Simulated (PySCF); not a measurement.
## Bonding in `CO[Si](C)(C)OC`

C₄H₁₂O₂Si.
Atom-mapped SMILES: `[CH3:1][O:2][Si:3]([CH3:4])([CH3:5])[O:6][CH3:7]` (hydrogens: H8, H9, H10 on C1; H11, H12, H13 on C4; H14, H15, H16 on C5; H17, H18, H19 on C7)

Cartesian coordinates in Å at the GFN2-xTB level; atoms count from 1:
```xyz
19
C4H12O2Si angstrom
C      2.554    0.666   -0.481
O      1.540   -0.256   -0.770
Si     0.049   -0.334   -0.131
C     -0.832   -1.650   -1.174
C      0.043   -0.815    1.719
O     -0.568    1.172   -0.328
C     -1.838    1.655   -0.001
H      2.994    0.454    0.497
H      2.164    1.685   -0.481
H      3.321    0.568   -1.250
H     -0.914   -1.341   -2.211
H     -1.835   -1.831   -0.802
H     -0.300   -2.594   -1.154
H      0.601   -1.729    1.892
H      0.493   -0.037    2.332
H     -0.964   -0.978    2.092
H     -2.620    1.043   -0.456
H     -1.983    1.661    1.082
H     -1.914    2.674   -0.380
```

Bond orders from the PBE0/pcSseg-1 density (PySCF). One conformer (not necessarily the lowest) at the GFN2-xTB geometry, without solvent, vibrations or thermal averaging.

(1) Where do the orders between heavy atoms depart from those drawn in the SMILES?

(2) Set the Mayer orders of the bonds between heavy atoms beside their lengths.

Results:

(1) The largest departure is 0.105, at C1–O2 (drawn single, 0.895).

(2) 
```csv
bond,drawn as,length (Å),Mayer order
C1–O2,single,1.400,0.895
O2–Si3,single,1.624,1.022
Si3–C4,single,1.896,0.932
Si3–C5,single,1.911,0.909
Si3–O6,single,1.639,0.953
O6–C7,single,1.398,0.913
```

Bonds between the same two heavy elements. C–O: all 2 within 0.02 of one another (0.895 to 0.913). O–Si: lowest Si3–O6 (0.953, 1.639 Å), highest O2–Si3 (1.022, 1.624 Å). C–Si: lowest Si3–C5 (0.909, 1.911 Å), highest Si3–C4 (0.932, 1.896 Å).

And the bonds to hydrogen?

C–H: 0.95 to 0.97 (12 bonds).

Sum the orders of all bonds at each heavy atom with more than one neighbour and set the sums beside the valence in the SMILES.

C1 3.798 (drawn 4), O2 1.917 (drawn 2), Si3 3.816 (drawn 4), C4 3.803 (drawn 4), C5 3.780 (drawn 4), O6 1.866 (drawn 2), C7 3.815 (drawn 4). Orders between atoms that aren't bonded are not in these sums.

The Mayer order sums products of elements of PS (density times overlap matrix) between the two atoms' basis functions, so it depends on the basis set.
